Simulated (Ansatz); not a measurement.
C3H6OSi can be A, `C[SiH]1C=CO1`, or B, `C#C[SiH2]CO`.

Computed with Ansatz on PBE0-D4/def2-TZVP structures; ΔE is electronic, products minus reactants. CBS: MP2 limit from def2 TZ/QZ plus the TZ coupled-cluster correction, frozen cores. Functionals use def2-TZVPP. B3LYP here is the variant with VWN-RPA as its local correlation; programs differ in this. One conformer a species, not always the lowest.

Q: Which isomer does CCSD(T)/CBS put lower? Give the gap. (Estimate.)

A: Computed: A, by 183.1 kJ/mol.

Q: Give E(B) − E(A) in kJ/mol with MP2/def2-TZVPP, PBE-D4, CCSD/def2-TZVPP, PBE0-D4, ωB97M-V, B2PLYP, B3LYP. (Best estimate.)

A: The calculation gave: MP2/def2-TZVPP 186.8, PBE-D4 199.5, CCSD/def2-TZVPP 181.4, PBE0-D4 207.1, ωB97M-V 194.5, B2PLYP 181.8, B3LYP 181.0. None reverses the order clearly.

Largest T1 diagnostic: 0.013.

From PBE to PBE0 (25 % exact exchange), in def2-TZVPP and without D4, E(B) − E(A) moves by +7.9 kJ/mol. In def2-TZVPP, CCSD(T) changes the Hartree–Fock value by +10.0 kJ/mol (the triples alone add +1.2 kJ/mol) and MP2 by +14.1 kJ/mol.
